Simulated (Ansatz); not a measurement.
MoH₄⁺. Total charge 1; quartet. Geometry r2SCAN-D4/def2-TZVP, that of the neutral triplet.

```xyz
5

Mo    0.000    0.000    0.000
H    -0.503    1.266    0.998
H    -1.001   -1.339    0.241
H     1.594   -0.414    0.375
H    -0.090    0.487   -1.615
```

In the def2 sets Mo takes a core potential; there is no spin–orbit coupling. At PBE-D4/def2-TZVP the gap within one spin of the charge 1 quartet nearly closes, so an electron or hole may be smeared out by delocalisation error. At PBE0-D4/def2-TZVP a doublet of charge 1 lies 2.00 eV below the quartet at the same geometry.

Problem. Estimate the α-spin orbital energies around the gap (eV) in Ansatz with PBE-D4/def2-TZVP, r2SCAN-D4/def2-TZVP, PBE0-D4/def2-TZVP.

Solution. 
| orbital | PBE-D4/def2-TZVP | r2SCAN-D4/def2-TZVP | PBE0-D4/def2-TZVP |
| --- | --- | --- | --- |
| HOMO−5 | -16.25 | -17.05 | -20.55 |
| HOMO−4 | -15.71 | -16.03 | -16.09 |
| HOMO−3 | -15.45 | -15.75 | -16.08 |
| HOMO−2 | -15.45 | -15.75 | -15.99 |
| HOMO−1 | -12.98 | -13.53 | -14.59 |
| HOMO | -12.98 | -13.53 | -14.59 |
| LUMO | -9.90 | -9.85 | -9.21 |
| LUMO+1 | -9.71 | -9.57 | -8.58 |
| LUMO+2 | -9.71 | -9.57 | -8.58 |
| LUMO+3 | -3.45 | -2.82 | -3.30 |
| LUMO+4 | -3.18 | -2.50 | -2.66 |
| LUMO+5 | -3.08 | -2.50 | -2.35 |
| β HOMO | -14.67 | -14.91 | -15.67 |
| β LUMO | -14.71 | -14.75 | -13.28 |
